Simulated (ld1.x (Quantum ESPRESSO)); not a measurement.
# An all-electron radial function and its pseudo partner (germanium)

Columns: radius, all-electron u(r) and pseudo u(r) of the 3d shell (level -29.31 eV) of germanium in the configuration [Ne] 3s2 3p6 3d10 4s2 4p2; PBE, scalar-relativistic, TM semilocal scheme, ld1.x (Quantum ESPRESSO) 7.5.

```tsv
r (bohr)	all-electron	pseudo
0.035	0.0133	0.0038
0.070	0.0753	0.0295
0.105	0.1839	0.0931
0.140	0.3211	0.2011
0.175	0.4687	0.3479
0.210	0.6125	0.5183
0.245	0.7437	0.6917
0.280	0.8571	0.8484
0.315	0.9510	0.9747
0.350	1.0251	1.0653
0.385	1.0804	1.1223
0.420	1.1186	1.1522
0.455	1.1415	1.1634
0.490	1.1514	1.1627
0.525	1.1504	1.1547
0.560	1.1405	1.1415
0.595	1.1235	1.1236
0.630	1.1008	1.1008
0.665	1.0739	1.0739
0.700	1.0438	1.0438
0.735	1.0114	1.0114
0.770	0.9774	0.9774
0.805	0.9424	0.9424
0.840	0.9070	0.9070
0.875	0.8715	0.8715
0.910	0.8362	0.8362
```

(1) How many radial nodes do the two functions have?

(2) At about which radius was the pseudo-wave matched?

(3) Where does each function peak?

(4) Is the pseudo-wave norm-conserving?

Results:

(1) The all-electron 3d function has n − l − 1 = 0; the pseudo-wave has 0.

(2) 0.65 bohr. The columns agree to 0.0005 from 0.59 bohr on; several derivatives are matched, so the curves merge somewhat inside the radius.

(3) Outermost all-electron maximum near 0.49 bohr, pseudo maximum near 0.46 bohr (to the table’s step).

(4) Yes: the TM semilocal scheme keeps the norm inside the radius equal to the all-electron one, which fixes the energy derivative of the logarithmic derivative at the level.
